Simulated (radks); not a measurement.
Task: K VIII, configuration [Ne] 3s2 (the NIST ground configuration). Method: scalar-relativistic Kohn-Sham, LDA (Slater exchange, Perdew-Wang correlation), spin-polarised, spherical densities, finite nucleus; Fermi nuclear charge, rms radius 3.4349 fm; computed with a radial shooting solver on a logarithmic mesh with Libxc functionals. Some entries of the table are withheld. Estimate them.

orbital  occ.  eigenvalue (Ry)  <1/r> (bohr^-1)  <r> (bohr)
1s          2        -268.7485            18.67     0.08122
2s          2        -35.89446            3.819      0.3857
2p          6              (1)              (2)      0.3467
3s          2        -10.72613            1.309         (3)
3p          0         -9.33716            1.234       1.113
4s          0         -4.92660              (4)       2.192

Result: 
(1) 2p eigenvalue (Ry): -30.66859
(2) 2p <1/r> (bohr^-1): 3.733
(3) 3s <r> (bohr): 1.083
(4) 4s <1/r> (bohr^-1): 0.6496
